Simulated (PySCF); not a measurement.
**Question.** Give a GFN2-xTB geometry of `c1c(ccnc1)C(N)=S`.

**Answer.** 
Z-matrix in Å and degrees, rows numbered from 1:
```
N 
C   1  1.3443
S   2  1.6450  1  120.60
C   2  1.4674  1  118.02  3  -178.05
C   4  1.3945  2  120.32  1  -153.63
C   5  1.3842  4  118.70  2  -179.03
N   6  1.3226  5  123.48  4     0.56
C   7  1.3210  6  117.98  5     0.10
C   8  1.3854  7  123.62  6    -0.67
H   1  1.0069  2  118.26  3    -2.84
H   1  1.0061  2  121.92  3  -172.26
H   5  1.0787  4  119.88  2     1.03
H   6  1.0817  5  120.93  4  -179.66
H   8  1.0823  7  115.61  6   179.30
H   9  1.0797  4  121.44  2     0.76
```

Of the pairs four or more bonds apart, S3···H12 is among the closest relative to their van der Waals radii: 2.74 Å, 91 % of the sum of Bondi's values. The 6-membered ring C4–C5–C6–N7–C8–C9 has internal angles of 117.7° to 123.6° (sum 720°, against 720° for a flat polygon); it is planar, 0.00 Å rms from its mean plane, widest ring torsion 1°. The C–N distances run from 1.321 Å (N7–C8, aromatic) to 1.344 Å (N1–C2, drawn single), a spread of 0.023 Å. The C–C distances run from 1.384 Å (C5–C6, aromatic) to 1.467 Å (C2–C4, drawn single), a spread of 0.083 Å.

Structure optimised with GFN2-xTB, isolated species.

Point group: C1 (no symmetry element, even within 0.4 Å). Not checked by GFN2-xTB frequencies. One conformer, not necessarily the lowest (H–N1–C2–S3 -3° and -172°, N1–C2–C4–C5 -154°).

All values are computed, not measured.
